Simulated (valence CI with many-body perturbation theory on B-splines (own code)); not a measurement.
**Tl³²⁺: M1 decay**

Method: valence CI with perturbative core correlation (CI+MBPT): three valence electrons over a frozen Dirac-Fock core [Kr] 4d10, radial functions for each j: 8 s, 8 p, 9 d, 9 f, 6 g, 3 h, 2 i, with the one-electron correlation potential Σ1, the two-electron term Σ2, the three-electron term Σ3, Breit, model QED; selected CI, second order for the rest (own B-spline code, finite nucleus).

The last digits are not significant, and no measured levels were compared; by estimate large intervals hold to a few tenths of a per cent, small ones and those within an open d or f shell to about a per cent. Core correlation moves these levels by up to 7300 cm⁻¹, and in measured spectra 5 to 20 % of such shifts remained as error; rates that hang on mixing are uncertain with them. The list stops below the first excitations out of the core.

Lines 1 to 50 of 120 in falling wavelength, among levels below 1560200 cm⁻¹, chosen from the decays that carry over 1 % of a level's rate. Wavelengths and rates use the calculated energies. Weak lines are less certain than strong ones. Lines between different terms over intervals too small for the method are left out, as are lines whose strength nearly cancels.

Levels are named by their leading jj configuration (3d3/2^4 stands for four electrons in 3d with j = 3/2), which in mixed levels can hold well under half, so a name can repeat and another be missing. Letters in brackets count levels of one name in rising energy.

```tsv
λ vac (Å)	Upper	Lower	Type	A (s⁻¹)	Branch %
6390	(4f5/2^2 4f7/2) J=5/2 [a]	(4f5/2^3) J=5/2	M1	3.36e+01	3.3
6317	(4f5/2^2 4f7/2) J=7/2 [a]	(4f5/2^2 4f7/2) J=9/2	M1	4.91e+01	11.4
6280	(4f5/2 4f7/2^2) J=9/2 [a]	(4f5/2^2 4f7/2) J=7/2 [b]	M1	5.48e+01	3.3
6104	(4f5/2^2 4f7/2) J=3/2 [a]	(4f5/2^3) J=5/2	M1	1.85e+01	1.9
5158	(4f5/2^2 4f7/2) J=15/2 [b]	(4f5/2 4f7/2^2) J=13/2 [a]	M1	4.90e+01	1.9
4666	(4f5/2 4f7/2^2) J=3/2 [a]	(4f5/2^2 4f7/2) J=5/2 [b]	M1	1.26e+02	3.9
4624	(4f5/2^2 4f7/2) J=15/2 [a]	(4f5/2^2 4f7/2) J=13/2	M1	2.11e+02	100.0
4623	(4f5/2 4f7/2^2) J=1/2	(4f5/2 4f7/2^2) J=3/2 [a]	M1	1.57e+02	7.6
4478	(4f5/2^2 4f7/2) J=5/2 [b]	(4f5/2^2 4f7/2) J=7/2 [b]	M1	5.69e+01	3.0
4282	(4f5/2^3) J=5/2	(4f5/2^3) J=3/2	M1	8.90e+01	99.3
3993	(4f7/2^3) J=9/2	(4f5/2 4f7/2^2) J=9/2 [c]	M1	6.61e+01	1.3
3843	(4f5/2 4f7/2^2) J=11/2 [a]	(4f5/2 4f7/2^2) J=13/2 [a]	M1	2.34e+01	1.3
3701	(4f5/2^2 4f7/2) J=9/2	(4f5/2^2 4f7/2) J=11/2 [a]	M1	1.15e+02	5.0
3426	(4f5/2^2 4f7/2) J=13/2	(4f5/2^2 4f7/2) J=11/2 [a]	M1	8.68e+02	100.0
3382	(4f5/2 4f7/2^2) J=9/2 [c]	(4f5/2 4f7/2^2) J=7/2 [a]	M1	5.51e+01	1.8
3346	(4f5/2 4f7/2^2) J=11/2 [b]	(4f5/2 4f7/2^2) J=9/2 [b]	M1	3.90e+02	17.4
3209	(4f5/2 4f7/2^2) J=9/2 [b]	(4f5/2^2 4f7/2) J=7/2 [b]	M1	4.89e+02	14.4
3183	(4f5/2^2 4f7/2) J=7/2 [b]	(4f5/2^2 4f7/2) J=9/2	M1	2.44e+01	1.8
3173	(4f5/2 4f7/2^2) J=9/2 [a]	(4f5/2^2 4f7/2) J=7/2 [a]	M1	1.36e+02	8.2
3133	(4f5/2 4f7/2^2) J=3/2 [b]	(4f5/2 4f7/2^2) J=3/2 [a]	M1	5.46e+01	1.0
3104	(4f5/2 4f7/2^2) J=13/2 [b]	(4f5/2 4f7/2^2) J=11/2 [a]	M1	9.81e+01	5.9
3102	(4f5/2 4f7/2^2) J=7/2 [a]	(4f5/2^2 4f7/2) J=7/2 [b]	M1	6.32e+01	1.8
3018	(4f5/2^2 4f7/2) J=7/2 [b]	(4f5/2^3) J=5/2	M1	1.19e+03	87.9
2873	(4f5/2 4f7/2^2) J=5/2 [a]	(4f5/2^2 4f7/2) J=3/2 [b]	M1	2.85e+02	9.8
2871	(4f5/2^2 4f7/2) J=1/2	(4f5/2^2 4f7/2) J=3/2 [a]	M1	2.24e+02	12.9
2867	(4f5/2^2 4f7/2) J=3/2 [b]	(4f5/2^2 4f7/2) J=3/2 [a]	M1	6.18e+02	40.9
2808	(4f5/2^2 4f7/2) J=3/2 [b]	(4f5/2^2 4f7/2) J=5/2 [a]	M1	9.45e+01	6.3
2652	(4f5/2 4f7/2^2) J=7/2 [b]	(4f5/2 4f7/2^2) J=7/2 [a]	M1	3.41e+01	2.0
2579	(4f5/2 4f7/2^2) J=7/2 [b]	(4f5/2 4f7/2^2) J=9/2 [b]	M1	3.43e+01	2.0
2564	(4f5/2^2 4f7/2) J=5/2 [a]	(4f5/2^3) J=3/2	M1	9.89e+02	96.6
2517	(4f5/2^2 4f7/2) J=3/2 [a]	(4f5/2^3) J=3/2	M1	9.52e+02	98.1
2512	(4f5/2^2 4f7/2) J=5/2 [b]	(4f5/2^2 4f7/2) J=5/2 [a]	M1	1.56e+02	8.2
2453	(4f5/2^2 4f7/2) J=15/2 [b]	(4f5/2^2 4f7/2) J=15/2 [a]	M1	9.37e+02	37.0
2395	(4f5/2^2 4f7/2) J=11/2 [a]	(4f5/2^3) J=9/2	M1	2.52e+03	100.0
2325	(4f5/2 4f7/2^2) J=13/2 [a]	(4f5/2^2 4f7/2) J=13/2	M1	4.81e+02	11.2
2288	(4f5/2^2 4f7/2) J=11/2 [b]	(4f5/2^2 4f7/2) J=13/2	M1	1.95e+02	16.3
2276	(4f5/2 4f7/2^2) J=17/2	(4f5/2^2 4f7/2) J=15/2 [b]	M1	5.80e+02	39.4
2253	(4f5/2 4f7/2^2) J=5/2 [b]	(4f5/2 4f7/2^2) J=3/2 [a]	M1	1.81e+02	2.3
2216	(4f5/2 4f7/2^2) J=11/2 [b]	(4f5/2 4f7/2^2) J=9/2 [a]	M1	1.07e+02	4.8
2180	(4f5/2 4f7/2^2) J=9/2 [c]	(4f5/2 4f7/2^2) J=9/2 [a]	M1	1.13e+03	36.0
2179	(4f5/2^2 4f7/2) J=11/2 [b]	(4f5/2^2 4f7/2) J=9/2	M1	5.74e+02	48.0
2147	(4f5/2 4f7/2^2) J=11/2 [b]	(4f5/2^2 4f7/2) J=11/2 [b]	M1	1.26e+03	56.3
2139	(4f5/2 4f7/2^2) J=9/2 [b]	(4f5/2^2 4f7/2) J=7/2 [a]	M1	6.89e+02	20.2
2125	(4f7/2^3) J=9/2	(4f5/2 4f7/2^2) J=11/2 [a]	M1	3.01e+02	5.9
2116	(4f5/2 4f7/2^2) J=1/2	(4f5/2^2 4f7/2) J=3/2 [b]	M1	1.33e+03	64.7
2115	(4f5/2 4f7/2^2) J=11/2 [b]	(4f5/2 4f7/2^2) J=13/2 [a]	M1	2.26e+01	1.0
2114	(4f5/2 4f7/2^2) J=1/2	(4f5/2^2 4f7/2) J=1/2	M1	2.38e+02	11.6
2112	(4f5/2 4f7/2^2) J=9/2 [c]	(4f5/2^2 4f7/2) J=11/2 [b]	M1	4.14e+01	1.3
2112	(4f5/2 4f7/2^2) J=9/2 [a]	(4f5/2^2 4f7/2) J=9/2	M1	1.08e+03	64.4
2101	(4f5/2 4f7/2^2) J=7/2 [b]	(4f5/2^2 4f7/2) J=5/2 [b]	M1	1.28e+03	75.6
```
